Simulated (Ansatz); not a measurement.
Consider the redistribution: `[OH][Ga]([Cl])[O][SiH3]` + `FB(S)S` → `[OH][Ga]([F])[Cl]` + `[SiH3]OB(S)S`.

Gas-phase electronic energies from Ansatz, PBE0-D4/def2-TZVP geometries. CCSD(T)/CBS adds triple-zeta CCSD(T) − MP2 to the extrapolated MP2 energy (def2 sets, frozen cores). For Ga outer-core shells are correlated without core-valence functions, which leaves a few kJ/mol of doubt a bond. Scalar relativity is left out up to krypton. One conformer a species, not always the lowest.

```
                  species  MP2/def2-TZVPP energy (Eh)
`[OH][Ga]([Cl])[O][SiH3]`                 -2825.01346
                 `FB(S)S`                  -921.24637
      `[OH][Ga]([F])[Cl]`                 -2558.76313
           `[SiH3]OB(S)S`                 -1187.49685
```

(1) Work out ΔE.

Largest T1 diagnostic among the species: 0.014.

## Answers

(1) ΔE = (-2558.76313) + (-1187.49685) − (-2825.01346) − (-921.24637) = -0.00015 Eh = -0.4 kJ/mol. CCSD(T)/CBS gives 0.0 kJ/mol.
